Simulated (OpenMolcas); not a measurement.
Re6+ in a point-charge field

Re6+ among 6 point charges of -1.7 e arranged as a tetragonal octahedron (D4h), 1.88 Å from the ion, with the axial distance 1.730 Å.
```
   1.8800    0.0000    0.0000  -1.70
   0.0000    1.8800    0.0000  -1.70
  -1.8800    0.0000    0.0000  -1.70
   0.0000   -1.8800    0.0000  -1.70
   0.0000    0.0000    1.7296  -1.70
   0.0000    0.0000   -1.7296  -1.70
```

```
Program             : OpenMolcas 26.06
Method              : CASSCF
Basis               : ANO-RCC-VTZP [8s7p5d3f2g1h]
Scalar Hamiltonian  : DKH2, point nucleus
Active space        : 1 electron in 5 orbitals (5d)
State averaging     : 2S+1 = 2 even, 5 roots
Spin-orbit coupling : state interaction with AMFI integrals over the reference wave functions
```

The lowest spin-free states (labels of D4, the rotations of D4h), above the lowest:

| State | Degeneracy | E (cm-1) | Free-ion L (%) |
| --- | --- | --- | --- |
| 2B2 | 1 | 0.0 | D (100) |
| 2E | 2 | 3278 | D (100) |
| 2B1 | 1 | 11098 | D (100) |
| 2A1 | 1 | 18392 | D (100) |

The lowest levels with spin-orbit coupling:

```tsv
E (cm-1)	Degeneracy	Label	2S+1	g
0.0	2	E3/2	2	0.59 0.59 1.37
2852	2	E1/2	2	0.15 1.15 1.15
9974	2	E3/2	2	1.93 1.93 1.99
16532	2	E3/2	2	2.53 2.53 3.37
23315	2	E1/2	2	1.85 3.16 3.16
```

Powder χT (cm3 K/mol): 0.0807 at 2 K, 0.0813 at 10 K, 0.0844 at 50 K, 0.0883 at 100 K, 0.0961 at 200 K, 0.104 at 300 K. The effective moment at 300 K is 2.828 √(χT) = 0.91 μB.

The lowest level has 2S+1 = 2, for which the spin-only value is χT = S(S+1) / 2 = 0.375 cm3 K/mol (g = 2). The computed 0.104 at 300 K differs by -0.271, through orbital momentum, spin-orbit coupling and any other state in reach.

This is an electrostatic model: the charges have no orbitals. No measured value stands beside these numbers.
